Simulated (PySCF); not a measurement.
SMILES OB(O)[CH2][GeH3] (CH₇BGeO₂) (PBE0/def2-SVP optimised geometry):

```
12

Ge    -1.185     1.489     1.827
C     -0.807     0.871     0.000
B      0.045    -0.462     0.000
O      1.407    -0.462     0.000
O     -0.529    -1.698     0.039
H     -2.017     2.786     1.794
H     -1.976     0.413     2.596
H      0.133     1.765     2.577
H     -0.289     1.698    -0.515
H     -1.781     0.742    -0.499
H      1.781     0.421    -0.022
H     -1.488    -1.664     0.046
```

Level of theory: PBE0/def2-TZVP in PySCF.

Q: What are the frontier orbital energies and the dipole moment?

A: HOMO-2 -9.21 eV, HOMO-1 -9.15 eV, HOMO -8.62 eV, LUMO 0.14 eV, LUMO+1 0.67 eV; dipole moment 2.67 D.

On the same geometry PySCF 2.14.0 with PBE/def2-TZVP gives HOMO-2 -7.85 eV, HOMO-1 -7.49 eV, HOMO -7.21 eV, LUMO -0.66 eV, LUMO+1 -0.25 eV; dipole moment 2.50 D.

Meta-Löwdin charges at PBE0/def2-TZVP: Ge1 0.36, C2 -0.55, B3 0.44, O4 -0.52, O5 -0.52, H6 -0.06, H7 -0.06, H8 -0.06, H9 0.13, H10 0.13, H11 0.35, H12 0.35.
